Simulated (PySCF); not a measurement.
# C5H6OS: calculation and literature

Cartesian coordinates in Å; atom numbers follow the order of the lines, from 1:
```xyz
13

C     2.4186    0.2448   -0.2942
S     1.3094   -1.1752   -0.5128
C    -0.2446   -0.4323   -0.2047
C    -1.4876   -1.1241   -0.2458
C    -2.4342   -0.1965    0.0483
O    -1.8776    1.0046    0.2656
C    -0.5457    0.8614    0.1117
H     3.4240   -0.1253   -0.4684
H     2.3303    0.6233    0.7198
H     2.1722    1.0144   -1.0197
H    -1.6266   -2.1615   -0.4649
H    -3.5004   -0.2679    0.1305
H     0.0578    1.7345    0.2524
```

- GIAO PBE0/pcSseg-1 shieldings
- coordinates at the GFN2-xTB level
- code: PySCF 2.14
- in vacuum, no relativistic terms, single conformer, equivalent nuclei averaged

Reference values: estimated from measurements, as parent shift plus tabulated substituent increment (solution, not stated per compound (mostly CDCl3 or CCl4); Pretsch, Buehlmann, Badertscher, Structure Determination of Organic Compounds, 4th ed. (2009)).
| atoms | quantity | reference | computed | computed, scaled |
| --- | --- | --- | --- | --- |
| H12 | δ ¹H | 7.23 | 7.50 | 7.18 |
| H13 | δ ¹H | 7.20 | 6.89 | 6.61 |
| H11 | δ ¹H | 6.25 | 6.53 | 6.26 |

Computed shifts are σ(ref) − σ with the named reference compound (TMS for H and C) calculated as an isolated molecule at the same level. The measured values may be among those fitted. Expected solution values come from regression of measured δ (H and C: mostly CDCl3, vs TMS) on computed σ: ¹H: δ = 30.01 − 0.943σ (rms 0.16 ppm, 131 shifts, 0.17 ppm with the 2 outliers that the fit left out). A few per cent of atoms miss by over 2 rms, more outside the fitted compound classes.

How far are the unscaled ¹H shifts from the references?

Answers

Mean signed difference +0.08 ppm, mean absolute 0.29 ppm over 3 comparisons; the largest is -0.31 ppm at H13 (hydrogen on an aromatic CH next to the ring oxygen).
